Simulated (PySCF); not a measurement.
A side-by-side comparison of computed properties.

First species: C6H11P.
Bonds: C1–C2 (double), C2–C3, C2–P4, P4–C5, C5–C6 (double), C5–C7. Hydrogens: H8, H9 on C1; H10, H11, H12 on C3; H13 on P4; H14, H15 on C6; H16, H17, H18 on C7.

Second species: C₅H₁₁ClO₃Si.
InChI=1S/C5H11ClO3Si/c1-3-4(10-6)9-5(7)8-2/h4H,3,10H2,1-2H3/t4-/m1/s1

Levels: PBE0/pcSseg-1 for HOMO energy, LUMO energy and HOMO–LUMO gap. Geometries: GFN2-xTB. All species are isolated and taken at one optimised geometry, non-relativistic unless stated. Electronic properties by PySCF.

The conformers computed, where there is a choice (atom-mapped SMILES and torsion angles):
- `[CH2:1]=[C:2]([CH3:3])[PH:4][C:5](=[CH2:6])[CH3:7]`: C1–C2–P4–C5 36°, C2–P4–C5–C6 -113°

The conformers of `CC[C@H](OC(=O)OC)[SiH2]Cl` aren't listed.

Values for the first species:

| Item | Value |
| --- | --- |
| HOMO energy | -6.61 eV |
| LUMO energy | -0.14 eV |
| HOMO–LUMO gap | 6.47 eV |

(1) Estimate the same properties for the second species, and the change in each.

## Answers

(1) 
| property | first | second | second less first |
| --- | --- | --- | --- |
| HOMO energy | -6.61 eV | -8.04 eV | -1.43 eV |
| LUMO energy | -0.14 eV | 0.45 eV | +0.59 eV |
| HOMO–LUMO gap | 6.47 eV | 8.49 eV | +2.02 eV |

